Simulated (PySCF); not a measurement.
Below is a simulated gas-phase C 1s photoelectron spectrum of `CCC[AsH][SiH3]`.

Every computed line was given a Gaussian of 0.8 eV full width at half maximum and an area set by the number of equivalent atoms; the highest printed point is 100. Computed with delta-SCF UKS SCAN, pcX-2 on the ionised atom, pcseg-1 elsewhere, spin-free X2C (PySCF).

binding energy (eV), intensity and a bar:
```
    289.2          0 
    289.3          0 
    289.4          1 
    289.5          2 #
    289.6          5 #
    289.7          9 ###
    289.8         15 #####
    289.9         25 #######
    290.0         37 ###########
    290.1         52 ################
    290.2         68 ####################
    290.3         83 #########################
    290.4         94 ############################
    290.5        100 ##############################
    290.6         99 ##############################
    290.7         91 ###########################
    290.8         78 ########################
    290.9         62 ###################
    291.0         46 ##############
    291.1         32 #########
    291.2         20 ######
    291.3         12 ###
    291.4          6 ##
    291.5          3 #
    291.6          1 
    291.7          1 
    291.8          0
```

Q: Count the maxima, the lines and the sites behind this envelope.

A: The curve has 1 maximum (at 290.5 eV). Under it lie 3 lines from 3 inequivalent carbon sites. At this width some lines have no maximum of their own.

Q: Decompose the envelope and assign each component. Numbering: `[CH3:1][CH2:2][CH2:3][AsH:4][SiH3:5]`.

A: 
```json
{"position (eV)": "290.32", "relative area": "1", "line": "C 1s", "atoms": "C3", "environment": "chain CH2 carbon"}
{"position (eV)": "290.57", "relative area": "1", "line": "C 1s", "atoms": "C1", "environment": "methyl carbon"}
{"position (eV)": "290.69", "relative area": "1", "line": "C 1s", "atoms": "C2", "environment": "chain CH2 carbon"}
```

Lowest listed C 1s: C3, bonded to C, 2 H and As. Highest, 0.37 eV above it: C2, bonded to 2 C and 2 H. The widest gap between neighbouring values is 0.25 eV, between 290.32 and 290.57 eV.

No satellites, vibrations or lifetime broadening are included. Geometry: PBE0-D3(BJ)/def2-SVP, one conformer, isolated molecule.

On Arm Neoverse N1, one thread, shared host with 64 logical CPUs at a one-minute load of 60, this took 85 s and 0.70 GiB of memory at its peak.

The values belong to the conformer `[CH3:1][CH2:2][CH2:3][AsH:4][SiH3:5]`: C1–C2–C3–As4 58°, C2–C3–As4–Si5 66°.
